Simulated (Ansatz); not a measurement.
`F[Si](F)(F)[SeH]`. Charge 0, multiplicity 1.

Z-matrix (Å, degrees):
```
Si
F 1 1.573
F 1 1.574 2 108.4
F 1 1.574 2 108.4 3 -114.7
Se 1 2.231 2 107.6 3 122.6
H 5 1.470 1 90.7 2 -179.7
```

(1) What are the harmonic wavenumbers in cm⁻¹ at PBE0-D4/def2-TZVP (Ansatz, finite differences of forces, unscaled)? (Best estimate.)

(2) Is this a minimum?

(3) Give the ideal-gas thermochemistry at 298.15 K and 1 bar (rigid rotor, harmonic oscillator; point group Cs, symmetry number 1).

## Answers

(1) Ansatz gave: 113, 174, 197, 268, 320, 322, 493, 669, 861, 981, 997, 2441.

(2) Yes, all 12 modes are real.

(3) Zero-point energy 46.9 kJ/mol; H(298) − E = 66.3 kJ/mol; entropy 345.7 J/(mol·K), of which translation 172.5, rotation 117.3, vibration 55.9; G(298) − E = -36.8 kJ/mol.
